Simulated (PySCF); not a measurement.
How methods differ on the excitation energy of Mg⁺

Mg⁺ [Ne] 3s1 (2S) → Mg⁺ [Ne] 3p1 (2P), as a difference of total energies. Calculation: PySCF 2.14, in aug-cc-pVQZ-DK (7s6p4d3f2g, 84 functions); the spin-free X2C one-electron Hamiltonian (Gaussian nucleus). The calculations carry no spin-orbit coupling.

```csv
method,excitation energy (eV)
UHF,4.298
LDA,4.238
PBE,4.082
PBE0,4.140
r2SCAN,4.049
BHandHLYP,4.324
M06,3.859
CAM-B3LYP,4.374
M06-L,3.660
```

For comparison: 4.43 eV (measured; NIST levels, between the centres of gravity of the two terms).
